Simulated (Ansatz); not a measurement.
```yaml
crystal:
  periodic: [false, false, false]
  atoms:
    - {symbol: O, position_ang: [-1.027107, 0.549595, -1.198461]}
    - {symbol: C, position_ang: [-0.371878, 0.551962, 0.027689]}
    - {symbol: N, position_ang: [1.088409, 0.314878, 0.097664]}
    - {symbol: Si, position_ang: [0.126220, -1.049520, 0.752310]}
    - {symbol: H, position_ang: [-0.965509, 1.382547, -1.658264]}
    - {symbol: H, position_ang: [-0.606198, 1.462279, 0.590259]}
    - {symbol: H, position_ang: [1.568059, 0.360410, -0.847574]}
    - {symbol: H, position_ang: [-0.135011, -2.256963, 0.005406]}
    - {symbol: H, position_ang: [0.408833, -1.327425, 2.209377]}
basis:
  gaussian: {orbitals: aug-pcseg-2}
hamiltonian: {xc: {name: HF}}
correlation: {active_space: {window: {electrons: 3, orbitals: 2}}}
output: {forces: true}
```

```sh
$ ansatz run in.yaml --threads 2 --pin off --events-out ev --progress --plain --max-ram 4352MiB
```

Output, abridged:

```
Functional definition: HF
1865 factors; integrals over basis functions are off by at most 6.4e-4 eV
mean field evaluation 1: about -12486.4300 eV, gradient 4.3e1 eV
mean field evaluation 2: about -12486.6135 eV, gradient 4.4e1 eV
mean field evaluation 4: about -12490.8712 eV, gradient 3.9e0 eV
mean field evaluation 8: about -12490.9361 eV, gradient 3.8e-1 eV
mean field -12490.93661339 eV, -459.0334538812 hartree, gradient 1.4e-6 eV, S^2 0.000000; 0 other end points of the search recorded, 0 dependent functions left out
reference -12490.93661339 eV, -459.0334538812 hartree; 20, 20 occupied and 283, 283 virtual orbitals, 1865 factors
Error: 3 electrons in 2 orbitals form no window around the highest filled level of the reference
```

(1) Something in this input is off. What?

Results:

(1) The active space doesn't fit the electrons. The run stopped with an error.
